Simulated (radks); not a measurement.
Values are calculated unless marked as measured or tabulated.
Task: These are the eigenvalues of the occupied orbitals of an atom or ion with whole-number occupations (hartree). Level of theory: scalar-relativistic Kohn-Sham, exchange-only B88, spin-polarised, spherical densities, finite nucleus; Fermi nuclear charge, rms radius of each element as measured or else 0.836 A^(1/3) + 0.57 fm (a radial shooting solver on a logarithmic mesh with Libxc functionals).

orbital  eigenvalue
1s down   -2475.160
1s up     -2475.160
2s up     -425.2516
2s down   -425.2480
2p up     -372.7609
2p down   -372.7580
3s up     -97.37431
3s down   -97.37384
3p up     -81.75604
3p down   -81.75542
3d up     -63.50391
3d down   -63.50196
4s up     -19.80731
4s down   -19.80480
4p up     -14.68206
4p down   -14.67972
4d up      -8.11600
4d down    -8.11293
5s up      -2.65714
5s down    -2.61552
5p up      -1.43218
5p down    -1.37341
4f up      -0.86392
4f down    -0.85426
6s up      -0.19763
6s down    -0.14074
5d up      -0.13157

Which element is it, and in what charge state? The configuration may be excited. Open shells, if any, are filled with parallel spins first.

Result: Z = 73, tantalum, charge 0: Ta in [Xe] 4f14 5d3 6s2. The list shows which subshells hold electrons but not how many an open one holds; the 1s level, -2475.2 hartree, gives Z - s = 70.4 by -(Z - s)^2/2, which with screening and relativity narrows Z to a few neighbours, and the depths of the outer levels then fix element, charge and occupations together.
